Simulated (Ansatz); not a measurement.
```yaml
crystal:
  periodic: [false, false, false]
  atoms:
    - {symbol: B, position_ang: [-0.363209, 1.339423, 0.337541]}
    - {symbol: C, position_ang: [0.030833, 0.022338, 0.927542]}
    - {symbol: O, position_ang: [1.307939, -0.187244, 1.412431]}
    - {symbol: Ge, position_ang: [-0.141777, -0.610299, -1.102157]}
    - {symbol: H, position_ang: [0.454050, 2.167181, 0.065524]}
    - {symbol: H, position_ang: [-0.730271, -0.579591, 1.366959]}
    - {symbol: H, position_ang: [-0.730271, -0.629591, 1.366959]}
    - {symbol: H, position_ang: [1.442820, -1.122673, 1.585654]}
    - {symbol: H, position_ang: [0.950639, -1.692525, -1.108626]}
    - {symbol: H, position_ang: [-1.523441, -1.242227, -1.319895]}
    - {symbol: H, position_ang: [0.160115, 0.403573, -2.214765]}
basis:
  gaussian: {orbitals: def2-TZVPD, point_charges: [{charge: 2.00, position_ang: [5.712, 0.506, -0.519]}]}
hamiltonian: {xc: {name: rPW86-PBE}, dispersion: d3bj}
```

```sh
$ ansatz run in.yaml --threads 4 --pin off --events-out ev --progress --plain --max-ram 10444MiB
```

Shortened log:

```
Functional definition: rPW86-PBE
1249 factors; their error is unknown
mean field evaluation 1: about -60154.8778 eV, gradient 8.7e1 eV
mean field evaluation 2: about -60044.8846 eV, gradient 2.0e2 eV
mean field evaluation 4: about -60163.6038 eV, gradient 4.2e1 eV
mean field evaluation 8: about -60164.6035 eV, gradient 3.2e1 eV
mean field evaluation 16: about -60172.9680 eV, gradient 3.9e-1 eV
mean field evaluation 32: about -60172.6463 eV, gradient 1.7e-5 eV
a density is far from that of the atoms, so the factors are made again for it
1693 factors; integrals over basis functions are off by at most 8.3e-4 eV
mean field -60172.96819843 eV, -2211.3157945896 hartree, gradient 4.9e-5 eV, S^2 0.000000; 0 other end points of the search recorded, 1 dependent functions left out
reference -60172.96835132 eV, -2211.3158002083 hartree; 29, 29 occupied and 201, 201 virtual orbitals, 1693 factors
Total energy: -60173.19157339 eV, -2211.3240034678 hartree
```

**Question.** Something in this input is off. What?

**Answer.** One atom was put on top of another. The calculation finished and met its thresholds. The result belongs to that input, not to the molecule as meant.
